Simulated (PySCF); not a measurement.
Te(I)(SH) (HISTe), SMILES [Te](S)I.

Coordinates come from a B3LYP-D3(BJ)/def2-SVP optimisation. The def2 effective core potentials stand for the cores of I, Te; spin–orbit coupling is left out. Other conformers were not sampled.

Computed with TDA-B3LYP/def2-SVPD (PySCF).

Vertical excitations. 

Task: List the lowest excited states. (The exact figures need the calculation; the answer reports its results.)

Result: 
```json
[
 {"state": "S1", "energy (eV)": "2.08", "λ (nm)": "597", "f": "0.001", "main pairs": "HOMO→LUMO 100 %"},
 {"state": "S2", "energy (eV)": "2.91", "λ (nm)": "427", "f": "0.000", "main pairs": "HOMO→LUMO+1 99 %"},
 {"state": "S3", "energy (eV)": "3.23", "λ (nm)": "384", "f": "0.007", "main pairs": "HOMO−1→LUMO 89 %"},
 {"state": "S4", "energy (eV)": "3.64", "λ (nm)": "341", "f": "0.002", "main pairs": "HOMO−3→LUMO 82 %, HOMO−2→LUMO 16 %"},
 {"state": "S5", "energy (eV)": "3.82", "λ (nm)": "324", "f": "0.039", "main pairs": "HOMO−2→LUMO 57 %, HOMO−3→LUMO 16 %, HOMO−2→LUMO+1 10 %, HOMO−1→LUMO+1 10 %"},
 {"state": "S6", "energy (eV)": "4.05", "λ (nm)": "306", "f": "0.010", "main pairs": "HOMO−1→LUMO+1 67 %, HOMO−2→LUMO+1 30 %"},
 {"state": "S7", "energy (eV)": "4.58", "λ (nm)": "271", "f": "0.002", "main pairs": "HOMO−3→LUMO+1 96 %"},
 {"state": "S8", "energy (eV)": "4.68", "λ (nm)": "265", "f": "0.095", "main pairs": "HOMO−2→LUMO+1 50 %, HOMO−1→LUMO+1 18 %, HOMO−2→LUMO 8 %, HOMO−5→LUMO 8 %"},
 {"state": "S9", "energy (eV)": "5.11", "λ (nm)": "243", "f": "0.015", "main pairs": "HOMO→LUMO+2 97 %"},
 {"state": "S10", "energy (eV)": "5.49", "λ (nm)": "226", "f": "0.022", "main pairs": "HOMO−4→LUMO 65 %, HOMO−5→LUMO 25 %"},
 {"state": "T1", "energy (eV)": "1.49", "λ (nm)": "834", "f": "0", "main pairs": "HOMO→LUMO 99 %"},
 {"state": "T2", "energy (eV)": "2.38", "λ (nm)": "521", "f": "0", "main pairs": "HOMO→LUMO+1 96 %"},
 {"state": "T3", "energy (eV)": "2.70", "λ (nm)": "460", "f": "0", "main pairs": "HOMO−1→LUMO 97 %"},
 {"state": "T4", "energy (eV)": "3.07", "λ (nm)": "404", "f": "0", "main pairs": "HOMO−2→LUMO 92 %"}
]
```
Triplets are in the Tamm–Dancoff approximation.
